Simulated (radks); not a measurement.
Question: Valence configurations of Ta+ (all share [Xe]). All-electron calculation, scalar-relativistic Kohn-Sham, PBE, spin-polarised, spherical densities, finite nucleus; open shells are filled with parallel spins first (spin-orbit coupling, left out, can overturn this in heavy ions); Fermi nuclear charge, rms radius 5.3507 fm. Program: a radial shooting solver on a logarithmic mesh with Libxc functionals. Order these by energy: 4f14 5d2 6s2; 4f14 5d3 6s1; 4f14 5d1 6p3; 4f12.5 5d3 6s1.5 6p1; 4f14 5d3 6s0.5 6p0.5; 4f13 5d3 6s2; 4f13 5d3 6s1 6p1; 4f14 5d4; 4f12 5d3 6s1 6p2; 4f14 5d3 6p1.

Answer: From the lowest, in eV above it: 4f14 5d3 6s1 0.000; 4f14 5d2 6s2 0.916; 4f14 5d4 1.287; 4f14 5d3 6s0.5 6p0.5 2.659; 4f14 5d3 6p1 5.345; 4f14 5d1 6p3 17.429; 4f13 5d3 6s2 25.772; 4f13 5d3 6s1 6p1 29.715; 4f12.5 5d3 6s1.5 6p1 46.825; 4f12 5d3 6s1 6p2 70.675. NIST lists [Xe] 4f14 5d3 6s1 as the ground configuration; this level of theory agrees among the configurations tried. The energies are those of spherical high-spin densities, not of single terms.
